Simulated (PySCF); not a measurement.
SMILES Fc1cccc(F)c1-c1c(F)cccc1F (C12H6F4), singlet, GFN2-xTB optimised geometry. Atoms within 1.6 Å of the plane z = 1.0 Å (x, y, z in Å): F1 (-1.84, -0.58, 0.00), C2 (-1.19, 0.60, 0.00), C3 (-1.93, 1.77, 0.00), C4 (-1.27, 2.98, 0.00), C5 (0.11, 3.03, 0.00), C6 (0.82, 1.84, 0.00), F7 (2.17, 1.88, 0.00), C8 (0.20, 0.60, 0.00), C9 (0.97, -0.66, 0.00), C13 (2.44, -3.04, -0.01), C14 (2.08, -2.47, 1.19), C15 (1.35, -1.29, 1.18), F16 (1.00, -0.73, 2.35), H17 (-3.01, 1.71, 0.00), H18 (-1.83, 3.90, 0.00), H19 (0.65, 3.96, 0.00), H21 (3.01, -3.96, -0.02), H22 (2.35, -2.91, 2.14).

Computed with PBE0/def2-SVP in PySCF. Cells within 0.4 Å of a nucleus heavier than hydrogen are left out (blank, or x).

Map of the Laplacian of the electron density (e/bohr⁵) on the plane z = 1.0 Å:

```
|7777777777777777777777777777777|
|7777777777777777777777777777777|
|7777777777777777777777777777777|
|7777777777777777777777777777777|
|7777777777777777777777777777777|
|7777777777777777777777777777777|
|7777777777888888887777777777777|
|7777777777888888887777777777777|
|7777777777888888887777777777777|
|7777777778888888888888777777777|
|7777777788888878888899877777777|
|7777777788888878888898777777777|
|7777777778888888888887777777777|
|7777777777888888887777777777777|
|7777777777888888888777777777777|
|7777777777888888898877777777777|
|7777777778998778999987777777777|
|7777777778988778993588777777777|
|777777777788777885xx88777777777|
|777777777777777787x458877777777|
|7777777777777777887206887777777|
|77777777777777777884xx887777777|
|77777777777777777787x3987777777|
|7777777777777777778889987777777|
|7777777777777777777889887777777|
|7777777777777777777778877777777|
|7777777777777777777777777777777|
|7777777777777777777777777777777|
|7777777777777777777777777777777|
|7777777777777777777777777777777|
|7777777777777777777777777777777|
```
Scale: ten equal steps from -0.582 (start of '0') to 0.203 (end of '9'), in the order '0123456789'; x runs from -6.00 to 6.00, y from -6.00 (bottom) to 6.00 (top).
